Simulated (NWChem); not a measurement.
Molecule: C3H6O2; SMILES C1COCO1

```xyz
11

C      0.7379     0.1947    -0.9457
C     -0.7379    -0.1947    -0.9457
O     -1.1385     0.1540     0.3770
C      0.0000     0.0000     1.2073
O      1.1385    -0.1540     0.3770
H      0.8661     1.2723    -1.1297
H      1.3543    -0.3699    -1.6503
H     -0.8661    -1.2723    -1.1297
H     -1.3543     0.3699    -1.6503
H      0.0780     0.8968     1.8392
H     -0.0780    -0.8968     1.8392
```
Atoms are numbered in this order, from 1.

Program: NWChem. Pople sets run with spherical d functions. All runs use the structure optimised with B3LYP/6-31G* (spherical d). Level: B3LYP/6-31G* with SMD (1 M gas to 1 M solution), gas-phase geometry.

Problem. What does the run give for solvent toluene? Quantities: solvation free energy (kcal/mol); cavity-dispersion-structure term (kcal/mol); dipole in solution (D).

Solution. The solvation free energy (kcal/mol) is -3.2, the cavity-dispersion-structure term (kcal/mol) is -1.3 and the dipole in solution (D) is 1.34.
